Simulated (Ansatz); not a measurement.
Bonds to the group Y in Y-Sn(OH)3. All species are isolated molecules in the gas phase. Each species was relaxed from one start; no search for lower structures was made at this level. In the def2 sets, heavy atoms carry core potentials. Strings in code marks are SMILES.

All values below come from CAM-B3LYP-D3(BJ)/def2-TZVP // PBE0-D3(BJ)/def2-SVP (Ansatz, a quantum-chemistry and plane-wave program). All candidates: neutral, multiplicity 1. 

* **LUMO**: -0.02 eV
* **HOMO–LUMO gap**: 8.88 eV
* **HOMO**: -8.90 eV

Q: Say which member has these values.
A) `[OH][Sn]([OH])([OH])[CH]1CCCC1`
B) `[OH][Sn]([OH])([OH])[c]1ccccc1`
C) `[CH3][Sn]([OH])([OH])[OH]`
D) `CCC[CH2][Sn]([OH])([OH])[OH]`

A: B, `[OH][Sn]([OH])([OH])[c]1ccccc1`. The others give `[CH3][Sn]([OH])([OH])[OH]`: 0.01 eV, 9.84 eV, -9.83 eV; `[OH][Sn]([OH])([OH])[CH]1CCCC1`: 0.07 eV, 9.35 eV, -9.28 eV; `CCC[CH2][Sn]([OH])([OH])[OH]`: 0.06 eV, 9.49 eV, -9.42 eV
